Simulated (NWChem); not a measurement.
All runs are NWChem calculations. System: HAl, charge 0, spin multiplicity 1, at a geometry optimised with B3LYP/def2-SVP. The structure started from a generated list of species. Level: CCSD(T)/def2-TZVP, 5 core orbitals frozen.

NWChem printed:

```
             Northwest Computational Chemistry Package (NWChem) 7.3.0
             --------------------------------------------------------

                                NWChem Input Module
                                -------------------

 Scaling coordinates for geometry "geometry" by  1.889725989
 (inverse scale =  0.529177249)

 Turning off AUTOSYM since
 SYMMETRY directive was detected!

                             Geometry "geometry" -> ""
                             -------------------------

 Output coordinates in angstroms (scale by  1.889725989 to convert to a.u.)

  No.       Tag          Charge          X              Y              Z
 ---- ---------------- ---------- -------------- -------------- --------------
    1 Al                  13.0000     0.00000000     0.00000000     0.11901500
    2 H                    1.0000     0.00000000     0.00000000    -1.54719600

 Effective nuclear repulsion energy (a.u.)       4.1287113319

            Nuclear Dipole moment (a.u.)
            ----------------------------
        X                 Y               Z
 ---------------- ---------------- ----------------
     0.0000000000     0.0000000000    -0.0000018897

      Symmetry information
      --------------------

 Group name             C2v
 Group number             16
 Group order               4
 No. of unique centers     2

      Symmetry unique atoms

     1    2


 Summary of "ao basis" -> "" (spherical)
 ------------------------------------------------------------------------------
       Tag                 Description            Shells   Functions and Types
 ---------------- ------------------------------  ------  ---------------------
 *                         def2-tzvp                  on all atoms

 Summary of "ao basis" -> "ao basis" (spherical)
 ------------------------------------------------------------------------------
       Tag                 Description            Shells   Functions and Types
 ---------------- ------------------------------  ------  ---------------------
 Al                        def2-tzvp                13       37   5s5p2d1f
 H                         def2-tzvp                 4        6   3s1p

                                 NWChem SCF Module
                                 -----------------

  ao basis        = "ao basis"
  functions       =    43
  atoms           =     2
  closed shells   =     7
  open shells     =     0
  charge          =   0.00
  wavefunction    = RHF
  use symmetry    = T
  symmetry adapt  = T

 Summary of "ao basis" -> "ao basis" (spherical)
 ------------------------------------------------------------------------------
       Tag                 Description            Shells   Functions and Types
 ---------------- ------------------------------  ------  ---------------------
 Al                        def2-tzvp                13       37   5s5p2d1f
 H                         def2-tzvp                 4        6   3s1p

      Symmetry analysis of basis
      --------------------------

        a1         20
        a2          3
        b1         10
        b2         10

 Forming initial guess at       0.0s

      Superposition of Atomic Density Guess
      -------------------------------------

 Sum of atomic energies:        -242.37463308

      Non-variational initial energy
      ------------------------------

 Total energy =    -242.272934
 1-e energy   =    -345.299718
 2-e energy   =      98.898073
 HOMO         =      -0.191072
 LUMO         =      -0.009204

      Symmetry analysis of molecular orbitals - initial
      -------------------------------------------------

 !! scf_movecs_sym_adapt:   26 vectors were symmetry contaminated

  Symmetry fudging

 !! scf_movecs_sym_adapt:   24 vectors were symmetry contaminated

  Numbering of irreducible representations:

     1 a1          2 a2          3 b1          4 b2

  Orbital symmetries:

     1 a1          2 a1          3 a1          4 b2          5 b1
     6 a1          7 a1          8 b2          9 b1         10 a1
    11 a1         12 b1         13 b2         14 a1         15 a2
    16 a1         17 b2

 Starting SCF solution at       0.1s

 ----------------------------------------------
[...]
   Bfn.  Coefficient  Atom+Function         Bfn.  Coefficient  Atom+Function
  ----- ------------  ---------------      ----- ------------  ---------------
     4      0.483944  1 Al s                  3     -0.262488  1 Al s
    39      0.248658  2 H  s                  5      0.212972  1 Al s
    40      0.163554  2 H  s

 Vector    7  Occ=2.000000D+00  E=-2.891266D-01  Symmetry=a1
              MO Center=  5.3D-16, -6.4D-16,  3.0D-01, r^2= 3.0D+00
   Bfn.  Coefficient  Atom+Function         Bfn.  Coefficient  Atom+Function
  ----- ------------  ---------------      ----- ------------  ---------------
     4      0.437241  1 Al s                  5      0.432456  1 Al s
    17      0.309646  1 Al pz                20      0.244392  1 Al pz
     3     -0.226640  1 Al s                 40     -0.211282  2 H  s
    39     -0.183109  2 H  s

 Vector    8  Occ=0.000000D+00  E= 3.010755D-02  Symmetry=b2
              MO Center=  1.5D-31,  1.3D-16,  1.1D-01, r^2= 4.9D+00
   Bfn.  Coefficient  Atom+Function         Bfn.  Coefficient  Atom+Function
  ----- ------------  ---------------      ----- ------------  ---------------
    19      0.819267  1 Al py                16      0.251997  1 Al py

 Vector    9  Occ=0.000000D+00  E= 3.010755D-02  Symmetry=b1
              MO Center= -1.0D-15, -7.7D-33,  1.1D-01, r^2= 4.9D+00
   Bfn.  Coefficient  Atom+Function         Bfn.  Coefficient  Atom+Function
  ----- ------------  ---------------      ----- ------------  ---------------
    18      0.819267  1 Al px                15      0.251997  1 Al px

 Vector   10  Occ=0.000000D+00  E= 1.451990D-01  Symmetry=a1
              MO Center=  7.9D-17,  5.7D-17,  2.7D-01, r^2= 6.9D+00
   Bfn.  Coefficient  Atom+Function         Bfn.  Coefficient  Atom+Function
  ----- ------------  ---------------      ----- ------------  ---------------
    40      1.888365  2 H  s                 20      1.752156  1 Al pz
     5     -1.437056  1 Al s

 center of mass
 --------------
 x =   0.00000000 y =   0.00000000 z =   0.11152979

 moments of inertia (a.u.)
 ------------------
           9.632000168465           0.000000000000           0.000000000000
           0.000000000000           9.632000168465           0.000000000000
           0.000000000000           0.000000000000           0.000000000000

  Mulliken analysis of the total density
  --------------------------------------

    Atom       Charge   Shell Charges
 -----------   ------   -------------------------------------------------------
    1 Al  13    12.82   2.00  0.66  1.32  1.10  0.76  2.91  2.28  0.82  0.53  0.35  0.04  0.05  0.01
    2 H    1     1.18   0.22  0.57  0.38  0.00

       Multipole analysis of the density wrt the origin
       ------------------------------------------------

     L   x y z        total         open         nuclear
     -   - - -        -----         ----         -------
     0   0 0 0     -0.000000      0.000000     14.000000

     1   1 0 0     -0.000000      0.000000      0.000000
     1   0 1 0      0.000000      0.000000      0.000000
     1   0 0 1     -0.003026      0.000000     -0.000002

     2   2 0 0     -9.277375      0.000000      0.000000
     2   1 1 0      0.000000      0.000000      0.000000
     2   1 0 1     -0.000000      0.000000      0.000000
     2   0 2 0     -9.277375      0.000000      0.000000
     2   0 1 1      0.000000      0.000000      0.000000
     2   0 0 2    -15.435433      0.000000      9.206043

                   NWChem Extensible Many-Electron Theory Module
                   ---------------------------------------------


            General Information
            -------------------
      Number of processors :     1
         Wavefunction type : Restricted Hartree-Fock
          No. of electrons :    14
           Alpha electrons :     7
            Beta electrons :     7
           No. of orbitals :    86
            Alpha orbitals :    43
             Beta orbitals :    43
        Alpha frozen cores :     5
         Beta frozen cores :     5
     Alpha frozen virtuals :     0
      Beta frozen virtuals :     0
         Spin multiplicity : singlet
    Number of AO functions :    43
       Number of AO shells :    17
        Use of symmetry is : on
      Symmetry adaption is : on
         Schwarz screening : 0.10D-09

          Correlation Information
          -----------------------
          Calculation type : Coupled-cluster singles & doubles w/ perturbation
   Perturbative correction : (T)
            Max iterations :      100
        Residual threshold : 0.10D-05
     T(0) DIIS level shift : 0.00D+00
     L(0) DIIS level shift : 0.00D+00
     T(1) DIIS level shift : 0.00D+00
     L(1) DIIS level shift : 0.00D+00
     T(R) DIIS level shift : 0.00D+00
     T(I) DIIS level shift : 0.00D+00
   CC-T/L Amplitude update :  5-th order DIIS
                I/O scheme : Global Array Library
        L-threshold :  0.10D-05
        EOM-threshold :  0.10D-05
 no EOMCCSD initial starts read in
 TCE RESTART OPTIONS
 SLICE:      F
 D4D5:       F
 quantumc:   F
 qrotation:  F
 pwtce:      F
 qducc:      F
 nacto:                         0
 nrotv:                         0
 nrot:                          0

            Memory Information
            ------------------
          Available GA space size is     249034951 doubles
          Available MA space size is     104853892 doubles

 Maximum block size supplied by input
 Maximum block size        24 doubles

 tile_dim =     15

 -------------------------------------------------

 Global array virtual files algorithm will be used

 Parallel file system coherency ......... OK

 4-electron integrals stored in orbital form

 v2    file size   =           189523
 4-index algorithm nr.  13 is used
 imaxsize =       30
 imaxsize ichop =        0


CCSD iterations
 ---------------------------------------------------------
 Iter          Residuum       Correlation     Cpu    Wall
 ---------------------------------------------------------
    1   0.0828504081970  -0.0580273567218     0.0     0.0
    2   0.0322180142028  -0.0714066443377     0.0     0.0
    3   0.0153302632467  -0.0755755665600     0.0     0.0
    4   0.0080305640027  -0.0772301608680     0.0     0.0
    5   0.0044180731361  -0.0779834288581     0.0     0.0
    6   0.0005227553406  -0.0787957099528     0.0     0.0
    7   0.0002615665583  -0.0787819182037     0.0     0.0
    8   0.0001605696912  -0.0787832899524     0.0     0.0
    9   0.0001004846677  -0.0787843435254     0.0     0.0
   10   0.0000637456098  -0.0787854207751     0.0     0.0
   11   0.0000040285536  -0.0787876642230     0.0     0.0
   12   0.0000014946263  -0.0787879806844     0.0     0.0
   13   0.0000007021453  -0.0787880704894     0.0     0.0
 -----------------------------------------------------------------
 Iterations converged
 CCSD correlation energy / hartree =        -0.078788070489371
 CCSD total energy / hartree       =      -242.536411986771157

 Singles contributions

 Doubles contributions
 CCSD(T)
 Using plain CCSD(T) code
             total no. of tasks           15
 total no. of tasks / no. procs           15
                         wl_min         1080           3.2
                         wl_max        27000           5.5
        thresh for no. of tasks           15

 CCSD[T]  correction energy / hartree =        -0.001380181507626
 CCSD[T] correlation energy / hartree =        -0.080168251996996
 CCSD[T] total energy / hartree       =      -242.537792168278770
 CCSD(T)  correction energy / hartree =        -0.001353258679831
 CCSD(T) correlation energy / hartree =        -0.080141329169201
 CCSD(T) total energy / hartree       =      -242.537765245450998

 Task  times  cpu:        0.7s     wall:        0.7s

 Total times  cpu:        0.7s     wall:        0.7s
```

### Question
Write an NWChem input that would produce this output.

### Answer
This is not unique; one that fits is 
```
start mol
memory heap 100 mb stack 700 mb global 1900 mb
geometry units angstroms nocenter noautoz
  Al     0.000000     0.000000     0.119015
  H      0.000000     0.000000    -1.547196
  symmetry group C2v
end
basis spherical
  * library def2-tzvp
end
scf
  rhf
  nopen 0
  maxiter 100
  thresh 1e-7
  semidirect memsize 60000000 filesize 0
end
tce
  freeze core 5
  ccsd(t)
  2eorb
  2emet 13
  thresh 1e-6
  maxiter 100
  tilesize 24
end
task tce energy
```
